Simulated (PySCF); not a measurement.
## Core-level binding energies of `CC#CC#CC(Cl)(Cl)Cl`

Compound: C6H3Cl3.
Atom-mapped SMILES: `[CH3:1][C:2]#[C:3][C:4]#[C:5][C:6]([Cl:7])([Cl:8])[Cl:9]`

Level of theory: delta-SCF UKS SCAN, pcX-2 on the ionised atom, pcseg-1 elsewhere, spin-free X2C in PySCF 2.14.0. Vertical ΔSCF values, vacuum level as zero.

Task: What binding energy does each computed site have?

Result: 
```tsv
atom(s)	environment	level	binding energy (eV)	2p1/2 (eV)	above the level's lowest (eV)	count
C1	propargylic carbon	C 1s	292.07	–	+1.29	1
C2	alkyne carbon	C 1s	290.78	–	0.00	1
C3	alkyne carbon	C 1s	291.10	–	+0.32	1
C4	alkyne carbon	C 1s	291.42	–	+0.64	1
C5	alkyne carbon	C 1s	290.80	–	+0.02	1
C6	CCl3 carbon	C 1s	295.62	–	+4.84	1
Cl7/Cl8/Cl9	chlorine of a CCl3 group	Cl 2p3/2	206.17	207.83	0.00	3
Cl7/Cl8/Cl9	chlorine of a CCl3 group	Cl 1s	2828.74	–	0.00	3
```

The listed C 1s values span 4.84 eV, from C2 (bonded to C (triple bond) and C) to C6 (bonded to 3 Cl and C). The widest gap between neighbouring values is 3.55 eV, between 292.07 and 295.62 eV. Summing the Pauling electronegativity differences to the bonded atoms, each weighted by its formal bond order, gives 0.00 for the lowest site and +1.83 for the highest; no listed site has a larger sum than the highest. The smallest sum, -1.05, belongs to C1, 1.29 eV above the lowest. The values 290.78 and 290.80 eV lie too close for their order to be trusted.

Task: Which photon energy gives electrons from Cl 1s of Cl7/Cl8/Cl9 a kinetic energy of 50 eV, and what is their de Broglie wavelength?

Result: hν = 2828.74 + 50 = 2878.74 eV, recoil neglected; λ = 12.264 Å/√(E/eV) = 1.73 Å.

The first atom of each set that the bonding makes equivalent was ionised and stands for the set. Spin contamination (⟨S²⟩ against 0.75 for a pure doublet) is marked for C 1s of C2 (0.93), C 1s of C3 (0.91), C 1s of C4 (0.93) and C 1s of C5 (0.89), which makes these values less certain. The 2p values add to the ΔSCF energy of one spin-free hole a correction within the shell (spin–orbit coupling, ligand field). 2p1/2 minus 2p3/2 (ligand field included): Cl 1.65 eV. Isolated species at its PBE0-D3(BJ)/def2-SVP geometry, gas phase.
